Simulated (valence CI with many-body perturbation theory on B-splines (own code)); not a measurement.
# Sm XXIV: M1 decay

Level of theory: configuration interaction combined with many-body perturbation theory (CI+MBPT): three valence electrons over a frozen Dirac-Fock core [Kr], radial functions for each j: 7 s, 7 p, 8 d, 6 f, 4 g, 1 h, with the one-electron correlation potential Σ1, the two-electron term Σ2, the three-electron term Σ3, Breit, model QED; selected CI, second order for the rest, scaled by the run's own slope (own B-spline code, finite nucleus).

No measured spectrum was set against this ion. As an estimate, terms of the open shell hold to 2 to 4 % of their energy, and close levels can change places. The list stops below the first excitations out of the core.

Lines 1 to 50 of 69 in falling wavelength, among levels below 715390 cm⁻¹, chosen from the decays that carry over 1 % of a level's rate. Wavelengths and rates use the calculated energies, so an error of 3000 cm⁻¹ moves a line at 1641 nm by 49 % and its rate by three times that or more. Weak lines are less certain than strong ones. Lines between different terms over intervals too small for the method are left out, as are lines whose strength nearly cancels. Where a level lies close to another of its J and parity, the split of strength between their lines is uncertain. The highest levels of a list are the least certain.

Levels are named by their leading jj configuration (3d3/2^4 stands for four electrons in 3d with j = 3/2), which in mixed levels can hold well under half, so a name can repeat and another be missing. Letters in brackets count levels of one name in rising energy.

```csv
λ vac (nm),Upper,Lower,Type,A (s⁻¹),Branch %
1641,(4d3/2^2 4d5/2) J=9/2,(4d3/2^2 4d5/2) J=7/2,M1,2.63e+00,100.0
1092,(4d3/2^2 4d5/2) J=1/2,(4d3/2^2 4d5/2) J=3/2,M1,1.93e+01,3.9
551.0,(4d3/2^2 4d5/2) J=3/2,(4d3/2^2 4d5/2) J=5/2 [a],M1,4.68e+01,3.2
541.4,(4d3/2^2 4d5/2) J=7/2,(4d3/2^2 4d5/2) J=5/2 [a],M1,1.59e+02,99.9
532.4,(4d3/2 4d5/2^2) J=5/2 [a],(4d3/2 4d5/2^2) J=3/2 [a],M1,3.14e+01,1.3
438.3,(4d3/2 4d5/2^2) J=11/2,(4d3/2 4d5/2^2) J=9/2,M1,7.08e+01,6.8
390.8,(4d3/2 4d5/2^2) J=5/2 [b],(4d3/2 4d5/2^2) J=3/2 [a],M1,5.96e+01,3.0
302.1,(4d5/2^3) J=9/2,(4d3/2 4d5/2^2) J=11/2,M1,1.15e+02,2.1
291.2,(4d5/2^3) J=3/2,(4d3/2 4d5/2^2) J=5/2 [a],M1,6.39e+01,1.1
281.1,(4d3/2^2 4d5/2) J=5/2 [a],(4d3/2^3) J=3/2,M1,1.43e+03,100.0
276.2,(4d3/2 4d5/2^2) J=5/2 [a],(4d3/2 4d5/2^2) J=7/2 [a],M1,9.45e+01,3.9
263.9,(4d3/2 4d5/2^2) J=3/2 [b],(4d5/2^3) J=3/2,M1,1.02e+02,1.7
242.9,(4d3/2 4d5/2^2) J=9/2,(4d3/2^2 4d5/2) J=9/2,M1,1.21e+03,56.5
240.7,(4d3/2 4d5/2^2) J=7/2 [a],(4d3/2^2 4d5/2) J=7/2,M1,7.28e+02,19.4
239.2,(4d3/2^2 4d5/2) J=5/2 [b],(4d3/2^2 4d5/2) J=7/2,M1,5.65e+01,6.2
237.4,(4d3/2^2 4d5/2) J=5/2 [b],(4d3/2^2 4d5/2) J=3/2,M1,6.07e+02,66.9
234.0,(4d3/2 4d5/2^2) J=5/2 [b],(4d3/2^2 4d5/2) J=5/2 [b],M1,7.89e+02,39.7
211.6,(4d3/2 4d5/2^2) J=9/2,(4d3/2^2 4d5/2) J=7/2,M1,9.29e+02,43.5
210.8,(4d5/2^3) J=3/2,(4d3/2 4d5/2^2) J=1/2,M1,7.56e+02,13.5
201.9,(4d3/2 4d5/2^2) J=7/2 [b],(4d3/2^2 4d5/2) J=5/2 [b],M1,6.60e+01,4.0
200.9,(4d3/2 4d5/2^2) J=7/2 [b],(4d3/2 4d5/2^2) J=7/2 [a],M1,2.30e+02,14.0
199.5,(4d3/2 4d5/2^2) J=3/2 [a],(4d3/2^2 4d5/2) J=1/2,M1,5.56e+02,9.2
197.2,(4d5/2^3) J=5/2,(4d5/2^3) J=3/2,M1,1.85e+02,1.8
188.2,(4d5/2^3) J=3/2,(4d3/2 4d5/2^2) J=3/2 [a],M1,1.35e+03,24.0
186.1,(4d3/2^2 4d5/2) J=3/2,(4d3/2^3) J=3/2,M1,1.43e+03,96.8
179.1,(4d3/2 4d5/2^2) J=1/2,(4d3/2^2 4d5/2) J=1/2,M1,3.15e+03,94.4
178.8,(4d5/2^3) J=9/2,(4d3/2 4d5/2^2) J=9/2,M1,2.23e+03,41.6
168.7,(4d3/2 4d5/2^2) J=3/2 [a],(4d3/2^2 4d5/2) J=3/2,M1,3.20e+03,53.2
166.6,(4d3/2 4d5/2^2) J=7/2 [a],(4d3/2^2 4d5/2) J=5/2 [a],M1,3.03e+03,80.6
165.9,(4d3/2^2 4d5/2) J=5/2 [b],(4d3/2^2 4d5/2) J=5/2 [a],M1,1.07e+02,11.8
162.2,(4d5/2^3) J=9/2,(4d3/2 4d5/2^2) J=7/2 [a],M1,2.82e+03,52.5
159.0,(4d3/2^2 4d5/2) J=1/2,(4d3/2^3) J=3/2,M1,4.74e+02,95.6
156.3,(4d3/2 4d5/2^2) J=11/2,(4d3/2^2 4d5/2) J=9/2,M1,9.67e+02,93.1
153.9,(4d3/2 4d5/2^2) J=1/2,(4d3/2^2 4d5/2) J=3/2,M1,1.09e+02,3.3
152.8,(4d3/2 4d5/2^2) J=3/2 [b],(4d3/2 4d5/2^2) J=5/2 [b],M1,1.02e+02,1.7
142.3,(4d5/2^3) J=3/2,(4d3/2^2 4d5/2) J=5/2 [b],M1,1.92e+03,34.2
139.9,(4d5/2^3) J=5/2,(4d3/2 4d5/2^2) J=7/2 [b],M1,1.07e+03,10.3
138.4,(4d3/2 4d5/2^2) J=3/2 [b],(4d3/2 4d5/2^2) J=5/2 [a],M1,2.54e+03,43.4
129.1,(4d3/2 4d5/2^2) J=3/2 [a],(4d3/2^2 4d5/2) J=5/2 [a],M1,1.90e+03,31.7
128.6,(4d3/2 4d5/2^2) J=5/2 [a],(4d3/2^2 4d5/2) J=7/2,M1,8.30e+02,34.6
128.1,(4d3/2 4d5/2^2) J=5/2 [a],(4d3/2^2 4d5/2) J=3/2,M1,9.76e+02,40.7
127.8,(4d5/2^3) J=5/2,(4d3/2 4d5/2^2) J=5/2 [b],M1,2.99e+03,28.7
118.3,(4d3/2 4d5/2^2) J=5/2 [b],(4d3/2^2 4d5/2) J=7/2,M1,6.59e+02,33.1
117.8,(4d3/2 4d5/2^2) J=5/2 [b],(4d3/2^2 4d5/2) J=3/2,M1,2.22e+02,11.2
117.6,(4d5/2^3) J=5/2,(4d3/2 4d5/2^2) J=5/2 [a],M1,3.42e+02,3.3
117.3,(4d3/2 4d5/2^2) J=7/2 [b],(4d3/2^2 4d5/2) J=9/2,M1,7.05e+02,42.9
117.2,(4d3/2 4d5/2^2) J=3/2 [b],(4d3/2 4d5/2^2) J=1/2,M1,6.23e+02,10.7
109.9,(4d3/2 4d5/2^2) J=3/2 [b],(4d3/2 4d5/2^2) J=3/2 [a],M1,1.20e+03,20.5
109.5,(4d3/2 4d5/2^2) J=7/2 [b],(4d3/2^2 4d5/2) J=7/2,M1,4.24e+02,25.8
104.3,(4d3/2^2 4d5/2) J=5/2 [b],(4d3/2^3) J=3/2,M1,1.35e+02,14.9
```
